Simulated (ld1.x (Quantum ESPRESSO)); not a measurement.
**u(r) = r·R(r): atom against pseudo-atom (C (Z = 6))**

Columns: radius, all-electron u(r) and pseudo u(r) of the 2s shell (level -13.80 eV) of carbon in the configuration [He] 2s2 2p2; PW91, scalar-relativistic, ultrasoft scheme, ld1.x (Quantum ESPRESSO) 7.5.

```
r (bohr)  all-electron   pseudo
   0.105        0.3369  -0.1001
   0.210        0.3004  -0.1996
   0.315        0.1237  -0.2980
   0.420       -0.0881  -0.3939
   0.525       -0.2880  -0.4857
   0.630       -0.4575  -0.5713
   0.735       -0.5917  -0.6482
   0.840       -0.6912  -0.7136
   0.945       -0.7591  -0.7651
   1.050       -0.7999  -0.8004
   1.155       -0.8183  -0.8183
   1.260       -0.8191  -0.8191
   1.365       -0.8062  -0.8062
   1.470       -0.7833  -0.7833
   1.575       -0.7531  -0.7531
   1.680       -0.7180  -0.7180
   1.785       -0.6797  -0.6797
   1.890       -0.6397  -0.6397
   1.995       -0.5992  -0.5992
   2.100       -0.5589  -0.5589
   2.205       -0.5194  -0.5194
   2.310       -0.4812  -0.4812
   2.415       -0.4446  -0.4446
   2.520       -0.4098  -0.4098
   2.625       -0.3769  -0.3769
   2.730       -0.3461  -0.3461
```

(1) How many radial nodes do the two functions have?

(2) At about which radius was the pseudo-wave matched?

(3) Is the pseudo-wave norm-conserving?

Results:

(1) The all-electron 2s function has n − l − 1 = 1; the pseudo-wave has 0, since the states of the same l below it are removed with the core.

(2) 1.15 bohr, where the columns begin to agree (steps of 0.10 bohr).

(3) No, it belongs to an ultrasoft set: the norm inside the radius is not constrained, and the difference is carried by the augmentation charge.
